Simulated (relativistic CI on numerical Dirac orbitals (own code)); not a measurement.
Dy²⁵⁺: sensitivity of the levels to the model

Base calculation: Dirac-Coulomb-Breit CI, orbitals from a KLI potential per configuration, QED by a radiative potential, unscaled Slater integrals.

CI space (outside the closed core [Ar] 3d10): 4s²4p⁶4d⁵, 4s²4p⁵4d⁶, 4s²4p⁶4d⁴4f, 4s4p⁶4d⁵4f, 4p⁶4d⁷, 4p⁵4d⁸, 4s²4p⁶4d³5s², 4s²4p⁶4d²4f5s², 4s4p⁶4d³4f5s². Double excitations out of closed p, d and f shells are left out; levels of such configurations are missing from the list, as are those of other unlisted configurations, and high levels can miss mixing partners.

Variants: (1) P86 correlation estimate; (2) QED terms removed; (3) only the first 3 configurations. Shifts of the energy above 4s²4p⁶4d⁵ ⁶S5/2, in cm⁻¹, for the lowest level and the first level of each name with at least 55 % of one term (blank where a level changes its place among those of its configuration and J or its character, or is not in the variant):

```tsv
Level	Base	Δ(1)	Δ(2)	Δ(3)
4s²4p⁶4d⁵ ⁶S5/2	0	0	0	0
4s²4p⁶4d⁵ ⁴P1/2	105607	0	-152	+78
4s²4p⁶4d⁵ ²I11/2	147608	0	-284	-296
4s²4p⁶4d⁵ ⁴D1/2	157125	0	-306	-201
4s²4p⁶4d⁵ ²I13/2	162534	0	-294	-330
4s²4p⁶4d⁵ ²G7/2	191720	0	-296	-312
4s²4p⁶4d⁵ ²S1/2	213889	0	-289	-31
4s²4p⁶4d⁵ ²H11/2	244576	0	-480	+109
4s²4p⁶4d⁵ ²P3/2	280727	0	-276	+493
4s²4p⁶4d⁵ ²P1/2	320216	0	-425	+224
4s²4p⁵4d⁶ ⁶F°11/2	1059851	+1238	+672	+7810
4s²4p⁵4d⁶ ⁶F°9/2	1119210	+1233	+507	+7372
4s²4p⁵4d⁶ ⁴H°13/2	1146132	+1228	+521	+7504
4s²4p⁵4d⁶ ⁴I°15/2	1177615	+1233	+525	+8326
```

At this charge energies of transitions that change n are usually good to better than 1 %, and those within a shell (Δn = 0) to a few per cent. Terms inside the open d or f shell come out 10 to 20 % too wide with unscaled integrals.

Ionisation energy from the two ground configurations alone: base 871.687 eV; P86 correlation estimate 873.639 eV. The NIST ASD value (theoretical) is 872 eV.

LS names give the leading component of a level, which can be under half, so a name can repeat, a term be missing and a line seem to break the LS rules.
